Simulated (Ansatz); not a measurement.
A calculation with Ansatz (development build ahead of 0.2.0).

```yaml
crystal:
  periodic: [false, false, false]
  atoms:
    - { symbol: V, position_ang: [0.0, 0.0, 0.0] }
    - { symbol: Se, position_ang: [0.0, 0.0, 2.34] }
basis:
  gaussian: { orbitals: pcseg-2 }
magnetization:
  spin_polarized: true
  initial_magnetization: 3
hamiltonian:
  xc: pbe
```

The input is written out in the form of the current development build from the run's settings.

The run gave:

- Converged: yes
- Total energy: -3345.02624 hartree
- Spin squared of the determinant: 4.058
- Stability test: minimum

Caution: other spin multiplicities were not run; the unrestricted determinant is spin contaminated.
